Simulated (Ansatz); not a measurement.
Species: CH₃Cl₂Si, net charge 0, doublet state. It need not be the lowest isomer of its formula. 
Coordinates optimised at B3LYP-D3(BJ)/def2-TZVP (Ansatz, a first-principles code):
```
C
H 1 1.0903
H 1 1.0903 2 109.31
H 1 1.0925 2 109.07 3 -119.17
Si 1 1.8726 2 110.12 4 -119.74
Cl 5 2.0732 1 108.88 2 60.44
Cl 5 2.0732 1 108.88 2 178.95
```
Charge 0, spin multiplicity 2.

Property: atomisation energy (electronic, to ground-state atoms), in eV. Cores are frozen in the correlated levels unless marked. UHF or UKS for open shells. Spin-orbit coupling is left out. Non-relativistic. The coupled-cluster limit lacks core correlation, which all-electron functionals hold. CBS(X,Y): correlation extrapolated as X^-3; Hartree-Fock from the larger set. [CCSD(T)-MP2]/basis is that difference in the basis named.

| level | program | atomisation energy (eV) |
|---|---|---|
| BLYP-D3(BJ)/def2-TZVPD | Ansatz + dftd3 | 24.31 |
| BLYP/def2-TZVPD | Ansatz | 23.86 |
| PBE0-D4/def2-TZVPD | Ansatz + dftd4 | 24.77 |
| wB97M-V/def2-TZVPD | Ansatz | 24.64 |
| wB97X-V/def2-TZVPD | Ansatz | 24.66 |
| B2PLYP/def2-TZVPD | Ansatz | 24.13 |
| PBE-QIDH/def2-TZVPD | Ansatz | 24.55 |
| CCSD/6-31G | Ansatz | 18.91 |
| CCSD/6-31G* | Ansatz | 21.70 |
| RI-MP2/CBS(cc-pV(T+d)Z,cc-pV(Q+d)Z)+[CCSD(T)-MP2]/cc-pV(T+d)Z | Ansatz | 24.57 |
